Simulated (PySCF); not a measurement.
# Computed records: CH$_{4}$GeO$_{2}$, GeH$_{4}$N$_{2}$Si

Calculation on a computer-drawn molecule: the log of a Hartree-Fock and frozen-core CCSD(T) single point meant for a local Hartree-Fock minimum, with one planted fault or none, to be diagnosed. Offsets are logged minus clean, where the clean run is the same molecule without the fault. The reference is restricted for singlets and unrestricted otherwise, and also for a bond in bohr or an excited solution. Adding or removing an electron swaps singlet and doublet. The excited solution moves the top pair (singlet) or top alpha electron (doublet) to the lowest empty orbital. Highest occupied and lowest empty are orbital energies over both spins, largest force is the largest gradient component, triples share is (T) over the correlation energy, the T1 limit is 0.02 restricted and 0.045 unrestricted, electrons count all cores, a negative frequency is imaginary (commonest isotopes), and the dipole is about the centre of nuclear charge; on germanium a core potential holds 10 electrons, which the energies leave out, and 3d is frozen in MP2 and coupled-cluster steps. Program: PySCF 2.14.0.

Common to all runs: meant charge 0; meant multiplicity 1; meant basis and core potential on germanium cc-pVDZ-PP ECP10MDF; logged SCF converged yes; logged spin squared 0; logged CC converged yes; logged SCF stable within its kind yes; possible faults no fault, one electron removed, one electron added, multiplicity raised by two, geometry at a saddle point, SCF held on an excited solution, minimal basis STO-3G, one bond length entered in bohr, all coordinates scaled.

(1) 
```xyz
8
formula=CH4GeO2 meant_basis=cc-pVDZ logged_electrons=58 logged_basis_functions=85 logged_highest_occupied=-11.068 logged_lowest_empty=1.4162 logged_largest_force=9.877e-06 logged_lowest_frequency=77.614 logged_T1_diagnostic=0.021934 logged_D1_diagnostic=0.087688 logged_triples_share=0.030853 logged_dipole_magnitude=4.5396 logged_energy_HF=-483.23616 logged_energy_CCSD(T)=-483.89554 planted_fault=no_fault HF_energy_offset_from_clean_run=0 CCSD(T)_energy_offset_from_clean_run=0
O     -0.1471    -0.0828    -2.8767
Ge     0.7376    -0.8357    -1.7459
C     -0.0134    -0.9344     0.0606
O     -1.3642    -0.5885     0.0423
H      2.1288    -1.4308    -1.9714
H      0.5724    -0.2757     0.7141
H      0.0924    -1.9467     0.4557
H     -1.5495    -0.0260    -0.6992
```

Units: logged_highest_occupied, logged_lowest_empty in eV; logged_largest_force in hartree/bohr; logged_lowest_frequency in cm⁻¹; logged_dipole_magnitude in debye; logged_energy_HF, logged_energy_CCSD(T) in hartree; HF_energy_offset_from_clean_run, CCSD(T)_energy_offset_from_clean_run in kcal/mol.

Drawn bonds:
```tsv
atom	other atom	order
1	2	2
2	3	1
3	4	1
2	5	1
3	6	1
3	7	1
4	8	1
```

Notes: T1 above single-reference limit.

(2) 
```xyz
8
formula=GeH4N2Si meant_basis=cc-pV(D+d)Z logged_electrons=64 logged_basis_functions=94 logged_highest_occupied=-9.2632 logged_lowest_empty=0.82344 logged_largest_force=2.245e-05 logged_lowest_frequency=119.93 logged_T1_diagnostic=0.019771 logged_D1_diagnostic=0.057961 logged_triples_share=0.033282 logged_dipole_magnitude=3.12 logged_energy_HF=-693.53421 logged_energy_CCSD(T)=-694.09962 planted_fault=no_fault HF_energy_offset_from_clean_run=0 CCSD(T)_energy_offset_from_clean_run=0
N     -2.7099     1.0942     2.3844
Si    -1.8469     0.2584     1.3821
N     -0.1537     0.3407     1.3928
Ge     0.9382     1.3652     2.5165
H     -3.7089     1.0962     2.4361
H     -2.2673    -0.6817     0.3236
H      0.3104    -0.2331     0.7100
H      2.2760     0.8267     1.8305
```

Units: logged_highest_occupied, logged_lowest_empty in eV; logged_largest_force in hartree/bohr; logged_lowest_frequency in cm⁻¹; logged_dipole_magnitude in debye; logged_energy_HF, logged_energy_CCSD(T) in hartree; HF_energy_offset_from_clean_run, CCSD(T)_energy_offset_from_clean_run in kcal/mol.

Drawn bonds:
```tsv
atom	other atom	order
1	2	2
2	3	1
3	4	1
1	5	1
2	6	1
3	7	1
4	8	1
```
